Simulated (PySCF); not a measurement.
BFH, SMILES [BH]F (connectivity only; charge and spin as stated), charge +1, multiplicity 1.

Geometry optimised at ωB97X-D3(BJ)/def2-TZVPD. The multiplicity is an assumed one; other spin states were not compared. The isomer is the one that the SMILES or the coordinates give; other isomers of the formula were not compared.

These are TDA-LC-ωPBE/def2-TZVPD in PySCF values and carry that method's errors.

Vertical excitations; the highest root listed may be one member of a degenerate set. Gas-phase values at a fixed geometry. State labels are in the subgroup C2v.

Computed UV-visible absorptions:
```json
[
 {"state": "S1", "symmetry": "B2", "energy (eV)": "11.38", "λ (nm)": "109", "f": "0.160", "main pairs": "HOMO→LUMO+1 (degenerate set)"},
 {"state": "S2", "symmetry": "B1", "energy (eV)": "11.38", "λ (nm)": "109", "f": "0.160", "main pairs": "HOMO→LUMO (degenerate set)"},
 {"state": "S3", "symmetry": "A2", "energy (eV)": "11.54", "λ (nm)": "107", "f": "0.000", "main pairs": "HOMO−2→LUMO+1 49 %, HOMO−1→LUMO 49 %"},
 {"state": "S4", "symmetry": "A1", "energy (eV)": "11.72", "λ (nm)": "106", "f": "0.000", "main pairs": "HOMO−2→LUMO, HOMO−1→LUMO+1 (degenerate set)"},
 {"state": "S5", "symmetry": "A2", "energy (eV)": "11.72", "λ (nm)": "106", "f": "0.000", "main pairs": "HOMO−1→LUMO, HOMO−2→LUMO+1 (degenerate set)"},
 {"state": "S6", "symmetry": "B2", "energy (eV)": "14.55", "λ (nm)": "85", "f": "0.049", "main pairs": "HOMO−3→LUMO+1 (degenerate set)"},
 {"state": "S7", "symmetry": "B1", "energy (eV)": "14.55", "λ (nm)": "85", "f": "0.049", "main pairs": "HOMO−3→LUMO (degenerate set)"},
 {"state": "S8", "symmetry": "A1", "energy (eV)": "14.57", "λ (nm)": "85", "f": "0.005", "main pairs": "HOMO→LUMO+2 34 %, HOMO−1→LUMO+1 28 %, HOMO−2→LUMO 28 %"},
 {"state": "S9", "symmetry": "B1", "energy (eV)": "15.22", "λ (nm)": "81", "f": "0.204", "main pairs": "HOMO−2→LUMO+2 (degenerate set)"},
 {"state": "S10", "symmetry": "B2", "energy (eV)": "15.22", "λ (nm)": "81", "f": "0.204", "main pairs": "HOMO−1→LUMO+2 (degenerate set)"},
 {"state": "T1", "symmetry": "B2", "energy (eV)": "8.93", "λ (nm)": "139", "f": "0", "main pairs": "HOMO→LUMO+1 (degenerate set)"},
 {"state": "T2", "symmetry": "B1", "energy (eV)": "8.93", "λ (nm)": "139", "f": "0", "main pairs": "HOMO→LUMO (degenerate set)"},
 {"state": "T3", "symmetry": "A1", "energy (eV)": "10.47", "λ (nm)": "118", "f": "0", "main pairs": "HOMO−2→LUMO 46 %, HOMO−1→LUMO+1 46 %"},
 {"state": "T4", "symmetry": "A1", "energy (eV)": "10.93", "λ (nm)": "113", "f": "0", "main pairs": "HOMO−1→LUMO+1 48 %, HOMO−2→LUMO 48 %"}
]
```
Triplets are in the Tamm–Dancoff approximation.
